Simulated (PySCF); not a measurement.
TDDFT excited states: C3H9O3Sb

Species: Sb(OMe)3, C3H9O3Sb.
SMILES: `C[O][Sb]([O]C)[O]C`

Method used: PySCF 2.14.0, density-fitted response routines, TDDFT PBE0/def2-SVPD, vertical, gas phase, core orbitals frozen in the response, def2 core potentials past Kr. Isolated species at its PBE0-D3(BJ)/def2-SVP geometry (one conformer only). Spin–orbit coupling is left out.

Problem. What does the calculation give for the low-lying excited states?

Solution. 

| state | E (eV) | λ (nm) | f | main configurations (H = HOMO, L = LUMO) |
| --- | --- | --- | --- | --- |
| S1 | 5.70 | 217.5 | 0.018 | H→L/L+1 (≥58%), H-2/H-1→L/L+1 (≥38%) |
| S2 | 5.70 | 217.3 | 0.019 | H→L/L+1 (≥56%), H-2/H-1→L/L+1 (≥40%) |
| S3 | 5.77 | 214.8 | 0.0016 | H-2/H-1→L/L+1 (≥97%) |
| S4 | 5.78 | 214.5 | 0.0066 | H-2/H-1→L/L+1 (≥96%) |
| S5 | 5.91 | 209.7 | 0.046 | H-2/H-1→L/L+1 (≥56%), H→L/L+1 (≥37%) |
| S6 | 5.92 | 209.4 | 0.047 | H-2/H-1→L/L+1 (≥58%), H→L/L+1 (≥35%) |
| S7 | 6.43 | 192.7 | 0.0016 | H-3→L/L+1 (≥50%), H-4→L/L+1 (≥37%) |
| S8 | 6.46 | 191.9 | 0.0011 | H-4→L/L+1 (≥45%), H-3→L/L+1 (≥38%) |
| S9 | 6.46 | 191.8 | 0.0017 | H-4→L/L+1 (≥57%), H-3→L/L+1 (≥25%) |

Triplets (Tamm–Dancoff): T1 4.96 eV, H→L/L+1 (≥89%); T2 4.96 eV, H→L/L+1 (≥88%); T3 5.45 eV, H-2/H-1→L/L+1 (≥82%).

The lowest singlet level (S1/S2) lies at 5.70 eV (218 nm, ultraviolet) and is of moderate strength. The most intense listed level is S5/S6 at 5.91 eV (210 nm, f = 0.093 summed), 0.21 eV above S1. S1/S2, S3/S4, S5/S6 and S8/S9 lie within about 0.01 eV of each other in each set. Löwdin shares by element: HOMO oxygen 61%, antimony 16% (atoms not listed hold the other 23%); LUMO (one of a set within 0.03 eV) antimony 58%, oxygen 34%. Orbital energies (eV): HOMO-3 -8.56, HOMO-2 -7.91, HOMO-1 -7.91, HOMO -7.71, LUMO -0.80, LUMO+1 -0.79, LUMO+2 0.51. Of the 9 states listed, 4 reach f = 0.01 and none stays under 0.0005. Weighted by f, the mean energy of these states is 5.87 eV. The vertical ionisation energy (ΔSCF) is 9.48 eV, 3.02 eV above S9. Orbitals of the list HOMO-3 to LUMO+2 that lie within 0.01 eV of each other are written together with a slash and their weights summed (≥ marks a lower bound); for degenerate orbitals outside that list single weights are arbitrary. Only the lowest 10 singlets were computed, as vertical energies without vibronic structure. The highest level found (6.66 eV, f 0.015 so far) is left out, since the window may have cut off a degenerate partner.
